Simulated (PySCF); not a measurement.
Bonds (- single, = double, # triple, : aromatic): C1-S2, S2-Si3, Si3-C4, Si3-S5, S5-C6, Si3-S7, S7-C8. C1 carries H9, H10, H11; C4 carries H12, H13, H14; C6 carries H15, H16, H17; C8 carries H18, H19, H20.

[PySCF 2.14: PBE0-D3(BJ)/def2-SVP structure; NMR shieldings at CAM-B3LYP/pcSseg-1/GIAO; non-relativistic; one averaged value for each set of equivalent atoms; one computed conformer; isolated molecule]

δ = σ(ref) − σ, references computed at the same level: ¹³C, ¹H, ²⁹Si vs TMS; CS2 for ³³S.

| atoms | nucleus | count | δ (ppm) |
| --- | --- | --- | --- |
| S2/S5/S7 | ³³S | 3 | -176 |
| H12/H13/H14 | ¹H | 3 | ? |
| C4 | ¹³C | 1 | ? |
| H9/H10/H11/H15/H16/H17/H18/H19/H20 | ¹H | 9 | 1.93 |
| C1/C6/C8 | ¹³C | 3 | 12.5 |
| Si3 | ²⁹Si | 1 | 56.5 |

Estimate the values marked ?.

## Answers


- C4: 0.8 ppm, methyl carbon bonded to Si; an electropositive neighbour leaves it electron-rich and shielded
- H12/H13/H14: 0.46 ppm, hydrogen on a methyl carbon bonded to Si; an electropositive neighbour shields it, as in TMS itself

Shifts are as computed, not scaled to solution data. Of 1211 compounds with measured shifts, 218 miss one by over three times the rms of a fit or turn the order of signals round; such compounds aren't used in these exercises.
